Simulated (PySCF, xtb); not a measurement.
CH3Cl2Si, SMILES C[Si](Cl)Cl (connectivity only; charge and spin as stated), charge +1, multiplicity 1.

GFN2-xTB (xtb) at its own geometry gives an orbital gap of 4.52 eV.

Coordinates come from a B3LYP-D3(BJ)/def2-SVP optimisation. The spin state was assumed, not searched. The isomer is the one that the SMILES or the coordinates give; other isomers of the formula were not compared.

Question: What does PySCF with PBE/def2-TZVPD give? (An estimate is asked for; the answer gives what the named calculation found.)

Answer: gap 4.86 eV (levels -13.78 and -8.93 eV).
